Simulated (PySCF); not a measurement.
Bonds (- single, = double, # triple, : aromatic): C1=C2, C2-C3, C3-C4, C4=C5, C5-Si6, Si6-F7, C5-C8, C8=C9, C9-C10, C10-C3. C1 carries H11, H12; C2 carries H13; C3 carries H14; C4 carries H15; Si6 carries H16, H17; C8 carries H18; C9 carries H19; C10 carries H20, H21. Stereochemistry as in C=C[C@@H]1C=C([SiH2]F)C=CC1. H21 is cis to C2 on the ring; H11 is cis to C3; H17 is pro-R; H16 is pro-S; H20 is trans to C2 on the ring; H12 is trans to C3.

[PySCF 2.14: structure optimised with GFN2-xTB; shieldings: GIAO PBE0/pcSseg-1; single conformer; no solvent model; non-relativistic Hamiltonian]

References, each an isolated molecule treated in the same way: TMS for 13C.

Task: Do the 13C shifts follow the atomic charges (in e)? Tabulate both.

Result: 
```tsv
atoms	hybridisation	δ (ppm)	σ para (ppm)	Hirshfeld	IAO	Mulliken	ESP-fitted
C4	sp2	151.5	-220	-0.03	-0.12	-0.01	-0.33
C2	sp2	151.3	-220	-0.03	-0.13	-0.16	-0.27
C5	sp2	135.5	-209	-0.11	-0.32	-0.41	+0.03
C9	sp2	134.1	-203	-0.04	-0.14	-0.15	+0.02
C8	sp2	128.8	-196	-0.06	-0.17	-0.07	-0.46
C1	sp2	122.6	-189	-0.10	-0.32	-0.13	-0.43
C3	sp3	45.9	-105	-0.02	-0.11	-0.29	+0.39
C10	sp3	32.5	-95	-0.07	-0.26	-0.08	-0.34
```

Correlation coefficients of δ with charge over these carbons: Hirshfeld -0.08, IAO +0.10, Mulliken +0.10, ESP-fitted -0.34; with the paramagnetic shielding -1.00. Among the 6 sp2 carbons alone: Hirshfeld +0.71, IAO +0.65, Mulliken +0.16, ESP-fitted +0.12. With so few points, grouped by hybridisation, these coefficients are fragile. Charge is one influence among several: hybridisation and low-lying excitations act through the paramagnetic term.

Shifts are as computed. Against solution values, carbons near 30 ppm lie about +3 ppm off and those near 130 ppm about +5 ppm. Of 1309 compounds with measured shifts, 239 miss one by over three times the rms of a fit or turn the order of signals round; such compounds aren't used in these exercises.
